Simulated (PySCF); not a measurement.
SMILES FC[SiH2][GeH3] at its GFN2-xTB optimised geometry (Å):

```
11

F      2.1052     0.1815    -0.0656
C      1.6950    -1.1450     0.0000
Si    -0.2299    -1.1450     0.0000
Ge    -0.6780     1.1444     0.0000
H      2.1393    -1.6463    -0.8612
H      2.1360    -1.5564     0.9095
H     -0.6798    -1.8817     1.1846
H     -0.6822    -1.8715    -1.1900
H     -0.1747     1.8628    -1.2103
H     -2.1393     1.4907     0.0519
H     -0.0861     1.8817     1.1580
```

Calculation: PySCF with B3LYP/def2-TZVP. Cells within 0.4 Å of a nucleus heavier than hydrogen are left out (blank, or x).

Map of the deformation density (molecule minus spherical neutral atoms) (e/bohr³) on the plane z = 0.0 Å:

```
|2222222222222222222222222|
|2222222222222222222222222|
|2222222222222222222222222|
|2222222222122222222222222|
|2222222211111122222222222|
|2222221111111112222222222|
|2222212221111111222222222|
|2222112431122111222222222|
|2222117951x01111122222222|
|2222124640xx2111211122222|
|2222222321012111220122222|
|22222222223432113xx322222|
|22222111235542112xx422222|
|2222221112453221252112222|
|2222221111221244110011222|
|22222211100xx379xx1111222|
|22222211101x12551x3111222|
|2222221111110121012111222|
|2222222111110111011112222|
|2222222211111111111112222|
|2222222221111111111222222|
|2222222222221122222222222|
|2222222222222222222222222|
|2222222222222222222222222|
|2222222222222222222222222|
```
Scale: ten equal steps from -0.021 (start of '0') to 0.079 (end of '9'), in the order '0123456789'; x runs from -4.50 to 4.50, y from -4.50 (bottom) to 4.50 (top).
